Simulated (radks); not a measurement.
Ni3+, configuration [Ar] 3d6 4p1 (not the ground configuration).

All-electron calculation, non-relativistic Kohn-Sham, BLYP, spin-unpolarised, spherical densities, point nucleus. Program: a radial shooting solver on a logarithmic mesh with Libxc functionals.

Energy parts (hartree):
total: -1505.05976
kinetic: 1504.08317
electron-nucleus: -3546.86952
Hartree: 599.16608
exchange-correlation: -61.43949

Orbitals (lengths in bohr, moments of r in powers of bohr; <r^-3> diverges for s and p1/2):
orbital  occ.  eigenvalue (hartree)       <r^4>      <r>   <1/r>  <r^-3>
1s          2             -300.4605  0.00004139  0.05483   27.51       -
2s          2             -37.31764    0.009165   0.2483   5.948       -
2p          6             -32.82682    0.006680   0.2166   5.909   597.9
3s          2              -5.78053      0.6292   0.7381   1.916       -
3p          6              -4.39714      0.7950   0.7623   1.801   79.49
3d          6              -2.07896       1.785   0.8473   1.518   8.519
4p          1              -1.04619       58.97    2.346  0.5587   8.962

The highest occupied level is 4p at -28.468 eV. Summed over all electrons, <r^2> = 17.47 bohr^2, which gives a Langevin (diamagnetic) susceptibility term of -13.8 x 10^-6 cm^3/mol. Virial ratio -V/T = 2.00065.
